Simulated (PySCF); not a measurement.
Coordinates in bohr (charge 0 multiplicity 1):
```
N     0.0000    0.0000    0.0000
Tl    4.2077    0.0000    0.0000
Tl   -2.1038    3.6440    0.0000
Tl   -2.1039   -3.6439    0.0000
```

Computed with PySCF, B3LYP, basis N def2-SVP, Tl def2-SVP with ECP60 (scalar-relativistic core potentials, no spin–orbit coupling, density fitting).

This geometry of Tl₃N is a stationary point at this level.

Question: What is the point group?

Answer: D3h.

Question: Is it a minimum?

Answer: Yes: all harmonic wavenumbers are real, though the softest, 45 cm⁻¹, leaves little margin.

Question: List the harmonic modes with their infrared intensities.

Answer: 
```json
{"symmetry": "e'", "ω (cm⁻¹)": "45", "IR (km/mol, summed over degenerate members)": "0.2"}
{"symmetry": "a1'", "ω (cm⁻¹)": "126", "IR (km/mol, summed over degenerate members)": "0.0"}
{"symmetry": "a2''", "ω (cm⁻¹)": "126", "IR (km/mol, summed over degenerate members)": "5.5"}
{"symmetry": "e'", "ω (cm⁻¹)": "530", "IR (km/mol, summed over degenerate members)": "812"}
```

Question: What are the dipole moment and the gap between the highest occupied and lowest empty levels?

Answer: 0.00 D and 3.61 eV.

In D3h the vibrations span 2e' + a1' + a2''. The a1' mode carries no infrared intensity, as symmetry demands.

This need not be the most stable arrangement of these atoms. No spin–orbit coupling is included, which matters more the heavier the element.
